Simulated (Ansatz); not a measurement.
`O[SiH](O)C[SiH](F)F`, charge 0, multiplicity 1.

(1) Give a relaxed structure at PBE0-D4/def2-TZVP (the Gaussian-basis code of Ansatz). (Estimate.)

Answers

(1) Ansatz gave: 
Z-matrix (Å, degrees):
```
Si
O 1 1.646
C 1 1.863 2 111.8
O 1 1.635 2 107.7 3 -116.3
H 1 1.487 2 108.7 3 122.1
H 2 0.959 1 117.2 3 -85.9
Si 3 1.838 1 113.5 2 29.2
H 3 1.096 1 108.5 2 -91.5
H 3 1.095 1 109.3 2 151.7
H 4 0.959 1 117.6 2 -52.6
F 7 1.590 3 111.1 1 155.4
F 7 1.599 3 109.1 1 38.9
H 7 1.475 3 115.0 1 -82.0
```
This is one stationary point; other conformers may exist.
